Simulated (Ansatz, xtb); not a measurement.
System: sum formula HSO$_{3}$, net charge -1, singlet state. SMILES of the parent species: [S](=O)(=O)O
Structure (B3LYP-D3(BJ)/def2-TZVP (Ansatz, a quantum-chemistry and plane-wave program) minimum search):
```xyz
5

O     -0.3543     1.3602     0.1331
S     -0.2316    -0.0434    -0.3568
O     -0.8761    -1.0049     0.5681
O      1.4881    -0.3047    -0.0723
H      1.6435     0.2898     0.6780
```
Charge -1, spin multiplicity 1.

Harmonic wavenumbers from GFN2-xTB (xtb, at its own minimum), cm⁻¹: 153, 318, 361, 513, 581, 852, 1058, 1105, 3648.

Problem. Give the harmonic wavenumbers at B3LYP-D3(BJ)/def2-TZVP (Ansatz, finite differences of forces, unscaled).

Solution. 159, 386, 401, 524, 584, 1015, 1109, 1162, 3708 cm⁻¹. Zero-point energy 12.9 kcal/mol.

Problem. From these and the geometry, give the ideal-gas thermochemistry at 298.15 K and 1 atm (rigid rotor, harmonic oscillator).

Solution. Point group C1, rotational symmetry number 1. Rotational constants 8.96, 7.949, 4.898 GHz. S(trans) 39.09, S(rot) 24.34, S(vib) 5.81, S(elec, spin only) 0.00, S 69.2 cal/(mol K). H(298) - H(0) 3.45 kcal/mol; G - E(el) -4.3 kcal/mol.
